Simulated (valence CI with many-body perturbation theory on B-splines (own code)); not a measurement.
**Yb XL: calculated level list**

Computed by relativistic CI+MBPT: three valence electrons over a frozen Dirac-Fock core [Ar] 3d10, a basis of 11 s, 11 p, 10 d, 8 f, 5 g, 2 h functions for each j, with the one-electron correlation potential Σ1, the two-electron term Σ2, the three-electron term Σ3, Breit, model QED; selected CI, second order for the rest, scaled by the run's own slope (own B-spline code, finite nucleus).

The last digits are not significant, and no measured levels were compared; by estimate large intervals hold to a few tenths of a per cent, small ones and those within an open d or f shell to about a per cent.

Levels 91 to 135 of 197, with energies above the lowest level, (4s^2 4p1/2) J=1/2. "Leading %" is the weight of the configuration and term that name the level; weights of strongly mixed levels are sums over their largest components and can fall short. In the jj column 3d3/2^4 stands for four electrons in 3d with j = 3/2. Lifetimes count E1, E2, E3, M1 and M2 decay at the calculated energies, and are blank where another channel may lead or the interval is too uncertain; long ones can be off by a factor of two.

```
No.  Configuration  Term     J  E (× 10³ cm⁻¹)  Leading %  Second component  Lifetime                Leading jj
 91       4s.4p.4f    2F   5/2          4390.2         26    20 % 4s.4d2 2F   1.04 ps     4s 4p3/2 4f5/2 (43 %)
 92       4s.4p.4f    4G   9/2          4394.8         28    28 % 4p2.4d 4F   2.13 ps      4p3/2^2 4d5/2 (42 %)
 93         4s.4d2    2P   3/2          4409.7         32    14 % 4p2.4d 2D   1.12 ps     4s 4d3/2 4d5/2 (30 %)
 94         4s.4d2    2D   5/2          4417.6         43    32 % 4s.4d2 4P   1.48 ps         4s 4d5/2^2 (77 %)
 95       4s.4p.4f    2F   7/2          4435.3         48  23 % 4s.4p.4f 4D   1.58 ps     4s 4p3/2 4f7/2 (72 %)
 96         4p2.4d    2P   1/2          4435.9         29    26 % 4s.4d2 2S   1.51 ps      4p3/2^2 4d5/2 (61 %)
 97         4s.4d2    2P   1/2          4471.2         38    20 % 4p2.4d 4P    651 fs      4p3/2^2 4d3/2 (44 %)
 98       4s.4p.4f    2F   5/2          4472.2         40    12 % 4p2.4d 2D    905 fs     4s 4p3/2 4f5/2 (51 %)
 99         4p2.4d    2D   5/2          4479.7         48  22 % 4s.4p.4f 2D   2.56 ps      4p3/2^2 4d5/2 (64 %)
100         4s.4d2    2F   7/2          4491.0         20    18 % 4p2.4d 2F   1.39 ps      4p3/2^2 4d5/2 (36 %)
101       4s.4p.4f    2G   9/2          4495.5         72    20 % 4s.4d2 2G   1.46 ps     4s 4p3/2 4f7/2 (42 %)
102       4s.4p.4f    2D   3/2          4514.3         46    21 % 4s.4d2 2D   1.35 ps     4s 4p3/2 4f7/2 (33 %)
103         4p2.4f   2F°   5/2          4542.5         35   32 % 4p2.4f 4G°   3.28 ps      4p1/2^2 4f5/2 (94 %)
104       4s.4p.4f    2D   3/2          4572.9         34    26 % 4s.4d2 2P    832 fs     4s 4p3/2 4f5/2 (24 %)
105       4s.4p.4f    2G   9/2          4578.4         42    20 % 4s.4d2 2G    907 fs     4s 4p3/2 4f7/2 (51 %)
106         4s.4d2    2S   1/2          4579.5         46    22 % 4s.4d2 2P   1.03 ps         4s 4d5/2^2 (64 %)
107       4s.4p.4f    2G   7/2          4579.8         38    13 % 4s.4d2 2G    698 fs     4s 4p3/2 4f5/2 (55 %)
108         4p2.4f   2F°   7/2          4585.5         32   17 % 4p2.4f 4D°   4.28 ps      4p1/2^2 4f7/2 (96 %)
109       4s.4p.4f    2D   5/2          4597.0         46    18 % 4p2.4d 2D   1.02 ps     4s 4p3/2 4f7/2 (54 %)
110         4s.4d2    2F   7/2          4610.0         31  20 % 4s.4p.4f 2F    854 fs         4s 4d5/2^2 (40 %)
111         4p2.4d    2D   3/2          4654.6         23    17 % 4p2.4d 2P    772 fs      4p3/2^2 4d5/2 (55 %)
112         4p2.4d    2F   5/2          4681.7         30    29 % 4p2.4d 2D    679 fs      4p3/2^2 4d5/2 (57 %)
113         4p.4d2   4G°   5/2          4782.1         56   30 % 4p.4d2 2F°   2.60 ps      4p1/2 4d3/2^2 (92 %)
114         4p.4d2   4D°   1/2          4898.5         47   36 % 4p.4d2 2P°   1.39 ps      4p1/2 4d3/2^2 (95 %)
115         4p.4d2   4G°   7/2          4911.5         56   10 % 4p.4d2 2G°   5.02 ps  4p1/2 4d3/2 4d5/2 (90 %)
116         4p.4d2   4F°   3/2          4916.5         44   32 % 4p.4d2 2D°    836 fs      4p1/2 4d3/2^2 (83 %)
117         4p.4d2   2D°   5/2          4929.2         25   18 % 4p.4d2 4D°   3.57 ps  4p1/2 4d3/2 4d5/2 (90 %)
118         4p.4d2   2H°   9/2          4935.4         45   18 % 4p.4d2 2G°   6.36 ps  4p1/2 4d3/2 4d5/2 (81 %)
119         4p.4d2   4D°   3/2          4954.7         36   20 % 4p.4d2 2D°   2.16 ps  4p1/2 4d3/2 4d5/2 (81 %)
120         4p.4d2   4P°   1/2          4966.4         50   26 % 4p.4d2 4D°   2.63 ps  4p1/2 4d3/2 4d5/2 (99 %)
121         4p.4d2   2G°   7/2          5034.2         26   26 % 4p.4d2 2F°   1.41 ps  4p1/2 4d3/2 4d5/2 (58 %)
122         4p.4d2   4F°   5/2          5037.7         19   17 % 4p.4d2 4D°   1.06 ps  4p1/2 4d3/2 4d5/2 (79 %)
123         4p.4d2   4D°   7/2          5064.9         32   19 % 4p2.4f 4D°   2.42 ps      4p1/2 4d5/2^2 (50 %)
124         4p.4d2   4D°   3/2          5068.4         35   14 % 4p.4d2 2P°   1.05 ps  4p1/2 4d3/2 4d5/2 (78 %)
125         4p.4d2   4G°   9/2          5075.6         27   17 % 4p2.4f 4G°   4.05 ps      4p1/2 4d5/2^2 (57 %)
126         4p2.4f   2G°   7/2          5076.5         65   28 % 4p2.4f 4G°   1.75 ps  4p1/2 4p3/2 4f5/2 (88 %)
127         4p2.4f   4G°   5/2          5087.1         40   29 % 4p2.4f 2D°   1.56 ps  4p1/2 4p3/2 4f5/2 (82 %)
128         4p2.4f   4F°   3/2          5107.8         58   13 % 4p2.4f 2D°   1.40 ps  4p1/2 4p3/2 4f5/2 (81 %)
129         4p2.4f   4G°   9/2          5113.1         27   24 % 4p2.4f 2H°   1.81 ps  4p1/2 4p3/2 4f5/2 (55 %)
130         4p2.4f   2F°   5/2          5115.5         44   18 % 4p2.4f 2D°   1.82 ps  4p1/2 4p3/2 4f5/2 (56 %)
131         4p2.4f   4F°   9/2          5123.1         52   24 % 4p2.4f 2G°   1.98 ps  4p1/2 4p3/2 4f7/2 (96 %)
132         4p.4d2   4P°   3/2          5125.3         26   18 % 4p2.4f 2D°   1.92 ps      4p1/2 4d5/2^2 (52 %)
133         4p2.4f   2H°  11/2          5127.1         58   35 % 4p2.4f 4G°   3.08 ps  4p1/2 4p3/2 4f7/2 (93 %)
134         4p2.4f   2F°   7/2          5129.5         25   22 % 4p2.4f 4G°   1.88 ps  4p1/2 4p3/2 4f7/2 (71 %)
135         4p2.4f   4D°   5/2          5129.8         21   16 % 4p2.4f 4F°   1.83 ps  4p1/2 4p3/2 4f7/2 (40 %)
```

Where two levels of one J and parity lie close, their mixing, g and order are uncertain.
